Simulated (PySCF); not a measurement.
## Ionisation energy of B²⁺ by level of theory

B²⁺ [He] 2s1 (2S) → B³⁺ 1s2 (1S), as a difference of total energies. Calculation: PySCF 2.14, in cc-pVDZ; the non-relativistic Hamiltonian (point nucleus). The calculations carry no spin-orbit coupling.

| method | ionisation energy (eV) |
| --- | --- |
| UHF | 37.714 |
| M06-2X | 38.014 |
| M06-L | 37.142 |

Task: Which method comes closest to the reference value, and which is furthest?

Result: The reference is 37.931 eV (measured; NIST Atomic Spectra Database, ionization energies). Closest: M06-2X (error 0.083 eV); furthest: M06-L (error -0.789 eV).
